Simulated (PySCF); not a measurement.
CN, doublet (typed; the unrestricted solution is spin-contaminated), at a GFN2-xTB geometry. Base run: MP2/cc-pVTZ run with PySCF.

The PySCF input:
```python
from pyscf import gto, scf, mp

mol = gto.M(
    atom='''
C    -0.000000   -0.000000   -0.611549
N     0.000000    0.000000    0.524185
''',
    basis='cc-pvtz',
    charge=0,
    spin=1,
    verbose=4,
)

mf = scf.UHF(mol)
mf.kernel()

pt = mp.MP2(mf, frozen=2)
pt.kernel()
print('E(MP2) = %.10f' % pt.e_tot)
```

Each row names what was changed in the base input (with any setting that the change needs).

| change | basis functions | E (Eh) | MP2 correlation (Eh) | SCF-reference HOMO (eV) | SCF-reference dipole (D) |
|---|---|---|---|---|---|
| base | 60 | -92.51567 | -0.28062 | -14.36 | 2.21 |
| basis = 3-21G | 18 | -91.83850 | -0.15699 | -14.53 | 2.14 |
| basis = def2-SVP | 28 | -92.35395 | -0.22589 | -14.45 | 2.22 |
| basis = cc-pVDZ | 28 | -92.43887 | -0.22717 | -14.29 | 2.14 |
| basis = 6-311G** | 36 | -92.46648 | -0.24124 | -14.37 | 2.22 |
| basis = def2-SVPD | 40 | -92.36667 | -0.23529 | -14.46 | 2.29 |
| basis = aug-pcseg-1 | 46 | -92.42304 | -0.23979 | -14.40 | 2.28 |
| basis = 6-311+G(2d,p) | 54 | -92.48783 | -0.25744 | -14.41 | 2.26 |
| basis = pcseg-2 | 60 | -92.50898 | -0.27631 | -14.39 | 2.27 |
| basis = def2-TZVPP | 62 | -92.51811 | -0.27916 | -14.39 | 2.24 |
| basis = def2-TZVPD | 74 | -92.51932 | -0.28022 | -14.39 | 2.24 |
| basis = aug-cc-pVTZ | 92 | -92.52100 | -0.28489 | -14.40 | 2.24 |
| basis = cc-pVQZ | 110 | -92.54195 | -0.30023 | -14.39 | 2.23 |

Totals compare only among sets that treat the same electrons; sets with core potentials leave the core out.

Open shells are given as the SCF converged; they aren't shown to be the lowest states, and a large step between rows can be another state.
